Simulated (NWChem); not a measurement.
System: ethylene carbonate (C3H4O3); SMILES O=C1OCCO1

```xyz
10

O      0.0000     0.0000    -2.0365
C      0.0000     0.0000    -0.8418
O      0.0953    -1.1143    -0.0618
C     -0.1193    -0.7583     1.3096
C      0.1193     0.7583     1.3096
O     -0.0953     1.1143    -0.0618
H      0.5841    -1.3148     1.9320
H     -1.1450    -1.0233     1.5892
H     -0.5841     1.3148     1.9320
H      1.1450     1.0233     1.5892
```
Atoms are numbered in this order, from 1.

Level: B3LYP/6-31G* (spherical d) (NWChem), optimised geometry, unscaled harmonic frequencies. 

Question: List the harmonic frequencies with IR intensities, and the thermochemistry.

Answer: 
| frequency (cm⁻¹) | IR intensity (km/mol) |
|---|---|
| 157 | 0.4 |
| 190 | 1.6 |
| 519 | 0.4 |
| 698 | 1.0 |
| 721 | 3.9 |
| 761 | 23.5 |
| 897 | 0.9 |
| 897 | 2.7 |
| 972 | 15.9 |
| 1070 | 14.5 |
| 1111 | 199.7 |
| 1148 | 256.2 |
| 1169 | 4.7 |
| 1248 | 5.6 |
| 1256 | 12.7 |
| 1404 | 2.8 |
| 1423 | 43.8 |
| 1548 | 4.3 |
| 1557 | 1.9 |
| 1936 | 569.0 |
| 3074 | 26.3 |
| 3077 | 38.9 |
| 3141 | 12.0 |
| 3153 | 29.1 |

```json
{
 "zero_point_energy": "47.3 kcal/mol",
 "thermal correction to the enthalpy at 298.15 K (with zero-point energy)": "51.0 kcal/mol",
 "heat capacity Cv": "16.4 cal/(mol K)",
 "entropy at 298.15 K and 1 atm (symmetry number 2)": "70.7 cal/(mol K)",
 "dipole_moment": "5.27 D"
}
```

Rigid rotor and harmonic oscillator.
